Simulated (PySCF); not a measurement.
GeH5Si, charge +1, multiplicity 1. Atoms are numbered in the order given.

```xyz
7

Si    -1.6221    -0.0014     0.0000
Ge     0.7889    -0.0068     0.0000
H     -2.0230    -0.6637     1.2675
H     -2.0230    -0.6637    -1.2675
H     -1.8085     1.4835     0.0000
H      1.6601     0.0413     1.2775
H      1.6601     0.0413    -1.2775
```
Charge +1, spin multiplicity 1.

Coordinates come from a PBE-D3(BJ)/def2-TZVP optimisation. The multiplicity is an assumed one; other spin states were not compared. The isomer is the one that the SMILES or the coordinates give; other isomers of the formula were not compared.

These are CAM-B3LYP/def2-TZVPD (PySCF) values and carry that method's errors.

Symmetry labels are those of the subgroup Cs that the program uses (full group Cs).

List the valence orbital energies around the gap with their symmetry. (Estimate from the structure and the level; the computed values follow.)


```
orbital  symmetry  energy (eV)
-------  --------  -----------
HOMO−7         A"       -42.06
HOMO−6         A'       -42.01
HOMO−5         A'       -23.73
HOMO−4         A'       -21.55
HOMO−3         A"       -17.51
HOMO−2         A'       -16.83
HOMO−1         A"       -16.62
HOMO           A'       -15.72
LUMO           A'        -8.17
LUMO+1         A'        -4.80
LUMO+2         A"        -4.05
LUMO+3         A'        -3.62
```
